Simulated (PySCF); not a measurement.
## Gas-phase XPS of `C#C[SiH2]OC`, computed

C3H6OSi.
Geometry (GFN2-xTB, Å), atoms numbered from 1 in this order:
```
atom  x, y, z in Å
C1     2.742    0.024   -0.138
C2     1.646   -0.465   -0.209
Si3   -0.064   -1.184   -0.320
O4    -1.193   -0.033   -0.508
C5    -1.507    1.050    0.307
H6     3.705    0.445   -0.079
H7    -0.258   -1.948    0.920
H8    -0.270   -1.917   -1.560
H9    -1.863    0.713    1.285
H10   -0.635    1.693    0.458
H11   -2.296    1.624   -0.181
```

Method: delta-SCF UKS SCAN, pcX-2 on the ionised atom, pcseg-1 elsewhere, spin-free X2C (PySCF). Binding energies are ΔSCF values: E(core-ionised, relaxed orbitals) − E(ground state) at a fixed geometry, referred to the vacuum level.

Q: Give the core binding energies atom by atom.

A: 
```csv
atom(s),environment,level,binding energy (eV),2p1/2 (eV),above the level's lowest (eV),count
Si3,oxygen-bound silicon,Si 2p3/2,107.47,108.10,0.00,1
C2,alkyne carbon,C 1s,290.27,–,0.00,1
C1,terminal alkyne carbon,C 1s,290.55,–,+0.28,1
C5,methoxy carbon,C 1s,292.43,–,+2.16,1
O4,silyl ether oxygen,O 1s,538.10,–,0.00,1
Si3,oxygen-bound silicon,Si 1s,1847.44,–,0.00,1
```

Lowest listed C 1s: C2, bonded to C (triple bond) and Si. Highest, 2.16 eV above it: C5, bonded to O and 3 H. Summing the Pauling electronegativity differences to the bonded atoms, each weighted by its formal bond order, gives -0.65 for the lowest site and -0.16 for the highest; no listed site has a larger sum than the highest.

Q: What is the longest wavelength that can ionise Si 1s of Si3 vertically?

A: λ = hc/E = 12398.42 eV Å / 1847.44 eV = 6.711 Å.

Q: Which effective nuclear charge Zeff reproduces each element's mean 1s value in the hydrogen-like formula E = 13.606 eV × Zeff²?

A: C (Z = 6): mean 291.1 eV, Zeff = 4.63, Z − Zeff = 1.37; O (Z = 8): mean 538.1 eV, Zeff = 6.29, Z − Zeff = 1.71; Si (Z = 14): mean 1847.4 eV, Zeff = 11.65, Z − Zeff = 2.35. Means run over the listed sites, weighted by atom count.

Spin contamination (⟨S²⟩ against 0.75 for a pure doublet) is marked for C 1s of C2 (0.85), which makes this value less certain. Spin–orbit coupling isn't in the SCF: each 2p doublet comes from a relaxed spin-free hole plus a matrix of the shell (mean-field spin–orbit coupling and the ground-state 2p splitting), with 2p3/2 averaged over its two sublevels. 2p1/2 minus 2p3/2 (ligand field included): Si 0.63 eV. One conformer (not necessarily the lowest) at the GFN2-xTB geometry, without solvent, vibrations or thermal averaging.
